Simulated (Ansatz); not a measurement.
Z-matrix (Å, degrees):
```
N
Ga 1 2.050
H 1 1.015 2 110.2
H 1 1.015 2 110.2 3 120.0
H 1 1.015 2 110.2 3 -120.0
F 2 1.756 1 100.2 3 120.0
F 2 1.756 1 100.2 3 -120.0
F 2 1.756 1 100.2 3 0.0
```

Charge 0, multiplicity 1.

(1) List the r2SCAN/def2-TZVPP orbital energies in eV (Ansatz). (Best estimate.)

## Answers

(1) Ansatz gave: Occupied: -10122.29, -1244.30, -1100.73, -1100.64, -1100.64, -664.72, -664.72, -664.72, -388.05, -148.25, -101.14, -100.97, -100.97, -29.48, -29.29, -29.29, -25.54, -20.71, -20.71, -20.71, -20.52, -20.52, -14.79, -14.79, -12.64, -10.60, -10.16, -10.16, -8.96, -8.96, -8.93, -8.87, -8.87, -8.75. Lowest empty: -1.02, 0.25, 1.70, 1.70, 2.26, 2.26, 2.99, 5.30.
